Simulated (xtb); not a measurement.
Cl₄Hf, charge -1, doublet, at a GFN2-xTB geometry (such geometries of metal compounds can be far from the true shape) (the multiplicity is a formal guess); GFN1-xTB run with xtb 6.7.1.

Input for xtb:
```
$ xtb mol.xyz --gfn 1 --chrg -1 --uhf 1 --etemp 5000 --json

# file mol.xyz
5

Hf     0.00000000     0.00000000    -0.00000000
Cl     1.82374327    -0.59211105    -1.26725200
Cl     0.68133758     0.49595755     2.13830958
Cl    -1.01228908     1.84282251    -0.92835265
Cl    -1.49279177    -1.74666901     0.05729507
```

Output, abridged:

```
   ID    Z sym.   atoms
    1   72 Hf     1
    2   17 Cl     2-5

           -------------------------------------------------
          |                Calculation Setup                |
           -------------------------------------------------

           -------------------------------------------------
          |                 G F N 1 - x T B                 |
           -------------------------------------------------

          ...................................................
          :                      SETUP                      :
          :.................................................:
          :  # basis functions                  50          :
          :  # atomic orbitals                  45          :
          :  # shells                           15          :
          :  # electrons                        33          :
          :  # halogen bonds                     0          :
          :  max. iterations                   250          :
          :  Hamiltonian                  GFN1-xTB          :
          :  restarted?                      false          :
          :  GBSA solvation                  false          :
          :  PC potential                    false          :
          :  electronic temp.         5000.0000000     K    :
          :  accuracy                    1.0000000          :
          :  -> integral cutoff          0.2500000E+02      :
          :  -> integral neglect         0.1000000E-07      :
          :  -> SCF convergence          0.1000000E-05 Eh   :
          :  -> wf. convergence          0.2000000E-04 e    :
          :  Broyden damping             0.4000000          :
          :  net charge                         -1          :
          :  unpaired electrons                  1          :
          ...................................................

 iter      E             dE          RMSdq      gap      omega  full diag
   1    -18.7278807 -0.187279E+02  0.775E+00    0.00       0.0  T
   2    -18.7343269 -0.644618E-02  0.451E+00    0.00       1.0  T
   3    -18.7338012  0.525732E-03  0.593E-01    0.00       1.0  T
   4    -18.7347212 -0.919958E-03  0.494E-02    0.00       1.0  T
   5    -18.7347222 -0.102378E-05  0.185E-02    0.00       2.4  T
   6    -18.7347247 -0.253806E-05  0.760E-04    0.00      58.8  T
   7    -18.7347247 -0.238830E-08  0.737E-05    0.00     606.9  T
   8    -18.7347247 -0.216183E-10  0.125E-06    0.00   35650.6  T

[...]
         :: total energy             -18.694828893470 Eh    ::
[...]
        20        0.0965           -0.1413879              -3.8474
        21        0.0965           -0.1413879              -3.8474
        22        0.0000            0.0720038               1.9593
        23                          0.0878775               2.3913
        24                          0.0878775               2.3913
        25                          0.0878775               2.3913
        26                          0.0901533               2.4532
        27                          0.0901533               2.4532
        28                          0.0901533               2.4532
       ...                                ...                  ...
        45                          0.4358902              11.8612
      -------------------------------------------------------------
                  HL-Gap            0.0000000 Eh            0.0000 eV
             Fermi-level           -0.2156366 Eh           -5.8678 eV

  Mulliken/CM5 charges         n(s)   n(p)   n(d)
     1Hf    1.04995  1.46347   0.545  1.032  1.373
     2Cl   -0.51249 -0.61587   1.846  5.672 -0.006
     3Cl   -0.51249 -0.61587   1.846  5.672 -0.006
     4Cl   -0.51249 -0.61587   1.846  5.672 -0.006
     5Cl   -0.51249 -0.61587   1.846  5.672 -0.006

Wiberg/Mayer (AO) data.
largest (>0.10) Wiberg bond orders for each atom

 ---------------------------------------------------------------------------
     #   Z sym  total        # sym  WBO       # sym  WBO       # sym  WBO
 ---------------------------------------------------------------------------
     1  72 Hf   3.128 --     5 Cl   0.782     4 Cl   0.782     2 Cl   0.782
                             3 Cl   0.782
     2  17 Cl   0.851 --     1 Hf   0.782
     3  17 Cl   0.851 --     1 Hf   0.782
     4  17 Cl   0.851 --     1 Hf   0.782
     5  17 Cl   0.851 --     1 Hf   0.782
 ---------------------------------------------------------------------------

Topologies differ in total number of bonds
Writing topology from bond orders to xtbtopo.mol

 dipole moment from electron density (au)
     X       Y       Z
  -0.0000  -0.0000  -0.0000  total (Debye):    0.000

           -------------------------------------------------
          | TOTAL ENERGY              -18.694828893470 Eh   |
          | GRADIENT NORM               0.047712981210 Eh/α |
          | HOMO-LUMO GAP               0.000000001074 eV   |
           -------------------------------------------------

normal termination of xtb
```
